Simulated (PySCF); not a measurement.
C3H7FSi.
SMILES: `FC[SiH2]C=C`

Torsions of this conformer, `[CH2:1]=[CH:2][SiH2:3][CH2:4][F:5]`: C1–C2–Si3–C4 123°, C2–Si3–C4–F5 60°.

The closed-shell ground state was solved at several levels (PySCF, density fitting, gas phase, non-relativistic). Geometry: PBE0-D3(BJ)/def2-SVP, one conformer, isolated molecule.

```
             level  basis functions  total energy (Eh)  HOMO (eV)  LUMO (eV)  gap (eV)  dipole (D)
     PBE0/pcSseg-1              127          -507.4282      -7.93      -0.53      7.40        1.67
CAM-B3LYP/pcSseg-2              285          -507.8516      -9.29       0.46      9.75        1.67
```

(1) Estimate the row for CAM-B3LYP/def2-SVPD, a basis of 163 functions; the other rows only guide the guess.

(2) Over all these levels, which gives the widest orbital gap and which the narrowest?

(3) How far do the dipole and the HOMO energy spread over the levels?

Results:

(1) Total energy -507.4986 Eh, HOMO -9.30 eV, LUMO 0.52 eV, gap 9.82 eV, dipole 1.67 D.

(2) CAM-B3LYP/def2-SVPD (range-separated hybrid) has the widest, 9.82 eV, and PBE0/pcSseg-1 (global hybrid, 25 % exact exchange) the narrowest, 7.40 eV. Functional and basis both differ between the two, so the spread mixes both effects.

(3) The dipole runs from 1.67 to 1.67 D (mean 1.67 D) and the HOMO from -9.30 to -7.93 eV.
